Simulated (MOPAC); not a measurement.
MOPAC input (PM6):

```
PM6 FORCE THERMO(298,298) PRECISE LET CHARGE=-1 GEO-OK AUX(PRECISION=9) THREADS=1
H2As

As   -0.01689051 1   -0.02542714 1    0.04441772 1
H    -0.61862455 1    1.11794499 1   -0.79590717 1
H     1.23882307 1   -0.18429210 1   -0.83505650 1
```

### Question
Which zero-point energy does it print?

### Answer
7.93 kcal/mol, from the harmonic wavenumbers of PM6.
